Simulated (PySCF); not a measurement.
Compound: C6H7F.
SMILES: `C=C[C@H](F)C#CC`

Torsions of this conformer, `[CH2:1]=[CH:2][C@H:3]([F:4])[C:5]#[C:6][CH3:7]`: C1–C2–C3–F4 -136°.

The closed-shell ground state was solved at several levels (PySCF, density fitting, gas phase, non-relativistic). Isolated species at its GFN2-xTB geometry (one conformer only).

```tsv
level	basis functions	total energy (Eh)	HOMO (eV)	LUMO (eV)	gap (eV)	dipole (D)
B3LYP/pcJ-1	259	-332.6171	-7.25	-0.47	6.78	2.34
CAM-B3LYP/def2-SVPD	199	-332.2079	-8.87	0.77	9.64	2.43
```

Task: What might PBE0/pcSseg-1 (154 basis functions) give for the same quantities?

Result: Total energy -332.1784 Eh, HOMO -7.50 eV, LUMO -0.26 eV, gap 7.24 eV, dipole 2.37 D.

Task: Over all these levels, which gives the widest orbital gap and which the narrowest?

Result: CAM-B3LYP/def2-SVPD (range-separated hybrid) has the widest, 9.64 eV, and B3LYP/pcJ-1 (global hybrid, 20 % exact exchange) the narrowest, 6.78 eV. Functional and basis both differ between the two, so the spread mixes both effects.

Task: How far do the dipole and the HOMO energy spread over the levels?

Result: The dipole runs from 2.34 to 2.43 D (mean 2.38 D) and the HOMO from -8.87 to -7.25 eV.
